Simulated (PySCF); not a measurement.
Radial density of Br⁺ (bromine, charge +1)

revPBE, [Ar] 3d10 4s2 4p4, high-spin 3P determinant. Calculation: PySCF 2.14, in aug-cc-pVQZ-DK; scalar relativity by spin-free X2C-1e.

```tsv
r (bohr)	4πr²ρ (e/bohr)	4πr²(ρα − ρβ)
0.000893	0.5076	0.0000
0.00150	1.232	0.0000
0.00253	2.915	-0.0001
0.00425	6.619	-0.0001
0.00715	13.99	-0.0001
0.0120	26.11	0.0002
0.0202	39.43	0.0030
0.0340	42.85	0.0161
0.0572	35.66	0.0546
0.0963	44.33	0.0931
0.162	48.32	0.0186
0.272	27.95	0.0546
0.458	35.12	0.2029
0.771	15.69	0.0268
1.30	4.944	1.0520
2.18	2.510	0.9169
3.67	0.2383	0.0930
6.17	0.002117	0.0007
```

Densities and radii are taken from the X2C orbitals without a picture-change correction, which distorts them close to the nucleus.
